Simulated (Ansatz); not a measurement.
Consider the formal exchange of groups at the Al–S bond: `[CH3][Al]([F])[SH]` + `C=C(N)[O][GeH3]` → `[CH3][Al]([F])[O][GeH3]` + `C=C(N)S`.

Computed with Ansatz on PBE0-D4/def2-TZVP structures; ΔE is electronic, products minus reactants. CBS: MP2 limit from def2 TZ/QZ plus the TZ coupled-cluster correction, frozen cores. DFT in def2-TZVPP. For Ge outer-core shells are correlated without core-valence functions, which leaves a few kJ/mol of doubt a bond. Scalar relativity is left out up to krypton. One conformer a species, not always the lowest.

`[CH3][Al]([F])[SH]`:

Cartesian coordinates in Å:
```
C 0.066 0.697 0.932
Al -0.535 -0.118 -0.716
F -1.890 0.445 -1.471
S 0.430 -1.779 -1.739
H 0.956 0.212 1.338
H 0.297 1.754 0.773
H -0.722 0.653 1.690
H 1.396 -1.864 -0.808
```

`C=C(N)[O][GeH3]`:

Cartesian coordinates in Å:
```
C 0.842 -0.556 1.750
C 0.485 0.034 0.608
N 1.273 0.108 -0.542
O -0.734 0.586 0.443
Ge -1.648 0.224 -1.071
H 0.118 -0.685 2.541
H 1.855 -0.901 1.903
H 1.347 1.047 -0.911
H 2.185 -0.309 -0.429
H -1.103 1.071 -2.231
H -3.070 0.661 -0.701
H -1.550 -1.279 -1.360
```

`[CH3][Al]([F])[O][GeH3]`:

Cartesian coordinates in Å:
```
C -0.936 -2.266 0.142
Al 0.088 -0.687 0.577
F 1.035 -0.686 1.934
O 0.065 0.700 -0.364
Ge 0.672 2.344 -0.571
H -1.520 -2.130 -0.769
H -0.278 -3.129 0.003
H -1.621 -2.521 0.955
H 0.144 3.215 0.582
H 0.140 2.847 -1.922
H 2.211 2.313 -0.567
```

`C=C(N)S`:

Z-matrix (Å, degrees):
```
C
C 1 1.335
H 1 1.084 2 120.3
H 1 1.080 2 121.7 3 178.1
N 2 1.384 1 125.4 3 -8.3
S 2 1.770 1 124.1 3 176.6
H 5 1.008 2 115.2 1 139.0
H 5 1.008 2 114.5 1 5.4
H 6 1.340 2 95.9 1 -27.6
```

```csv
level,ΔE (eV)
PBE0-D4,-0.32
HF/CBS(def2),-0.43
```

What does CCSD(T)/CBS give? (An estimate is asked.)

The calculation gave: -0.44 eV. The listed levels differ from it by 0.12, 0.01 eV.

Largest T1 diagnostic among the species: 0.012.
